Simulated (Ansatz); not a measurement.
FH₆NOSi₂, SMILES `N[SiH](F)[SiH2]O` at its PBE0-D4/def2-TZVP geometry, where that method's forces vanish. Charge 0, multiplicity 1.

```tsv
atom	x (Å)	y (Å)	z (Å)
N1	-1.4404	-0.0171	1.0372
Si2	0.0231	0.8088	0.7241
F3	0.9667	0.9955	2.0158
Si4	1.1577	-0.4585	-0.8908
O5	0.1747	-0.6314	-2.2119
H6	-1.4441	-0.9932	1.2879
H7	-2.2305	0.4624	1.4394
H8	-0.3688	2.1765	0.2993
H9	2.4061	0.1822	-1.3726
H10	1.5154	-1.7836	-0.3004
H11	-0.7599	-0.7416	-2.0279
```

Q: For each bond, give half the difference of the two atoms' forces along it (eV/Å; positive pushes the atoms apart) under PBE-D4, r2SCAN-D4, B3LYP-D4, ωB97M-V in def2-TZVPP. (Estimate.)

A: Ansatz gave: 
```tsv
bond	length (Å)	PBE-D4	r2SCAN-D4	B3LYP-D4	ωB97M-V
N1–Si2	1.709	0.05	0.02	0.08	0.08
N1–H6	1.008	0.20	0.02	-0.02	-0.03
N1–H7	1.008	0.19	0.01	-0.02	-0.03
Si2–F3	1.610	0.49	0.04	0.19	0.16
Si2–Si4	2.345	-0.25	-0.04	0.01	-0.06
Si2–H8	1.485	0.03	-0.03	-0.14	-0.17
Si4–O5	1.656	0.34	0.06	0.16	0.17
Si4–H9	1.484	0.07	-0.02	-0.12	-0.15
Si4–H10	1.494	0.04	-0.01	-0.11	-0.14
O5–H11	0.959	0.35	0.02	-0.02	-0.06
```

B3LYP here is the variant with VWN-RPA as its local correlation; programs differ in this.
